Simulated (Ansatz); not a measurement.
`CB(F)CO` → `[CH2]` (triplet) + `CB(O)F` at 400 K and 1 bar (formal loss of a carbene).

Program: Ansatz. Geometries: PBE0-D4/def2-TZVP. ΔE: electronic, gas phase. CCSD(T)/CBS adds triple-zeta CCSD(T) − MP2 to the extrapolated MP2 energy (def2 sets, frozen cores). This one scheme is used for every species. Triplets are unrestricted, without spin–orbit coupling. Each species was taken in one conformer, which may not be the lowest.

```json
{"species": "`CB(F)CO`", "CCSD(T)/CBS energy (Eh)": "-279.53710", "H − E (kJ/mol)": "254.8", "S (J/(mol·K))": "368.8"}
{"species": "`[CH2]` (triplet)", "CCSD(T)/CBS energy (Eh)": "-39.09499", "H − E (kJ/mol)": "59.0", "S (J/(mol·K))": "205.7"}
{"species": "`CB(O)F`", "CCSD(T)/CBS energy (Eh)": "-240.35473", "H − E (kJ/mol)": "177.7", "S (J/(mol·K))": "318.9"}
```

H − E and S are ideal-gas, rigid-rotor, harmonic terms from PBE0-D4/def2-TZVP, for one conformer and one mirror image of each species, with the whole ground term of open shells counted as degenerate. 1 Eh = 2625.50 kJ/mol, R = 8.31446 J/(mol·K).

Task: By hand: ΔE, ΔH, ΔS and ΔG.

Result: ΔE = (-39.09499) + (-240.35473) − (-279.53710) = 0.08738 Eh = 229.4 kJ/mol. Δ(H − E) = 59.0 + 177.7 − 254.8 = -18.1, so ΔH = 211.3 kJ/mol. ΔS = 205.7 + 318.9 − 368.8 = 155.8 J/(mol·K). ΔG = 211.3 − 400 × (155.8)/1000 = 149.0 kJ/mol.

Task: By hand: the equilibrium constant, and the temperature at which ΔG would vanish if ΔH and ΔS stayed fixed.

Result: log₁₀ K = −ΔG/(RT ln 10) = -19.5. ΔG = 0 at ΔH/ΔS = 1356 K.

The number of gas molecules changes by +1, which sets the sign of ΔS. A doubt of 5 kJ/mol in ΔE shifts log₁₀ K by 0.7 here. Other conformers and mirror images would add mixing entropy, several J/(mol·K) or more a flexible species. Modes under 60 cm⁻¹, often nearly free rotors, make the harmonic entropy too high. A triplet takes part, so the spin changes. These are equilibria of isolated gas molecules and say nothing of rates. Largest T1 diagnostic: 0.012 (customary marks: 0.02 for closed shells, 0.045 for open ones).
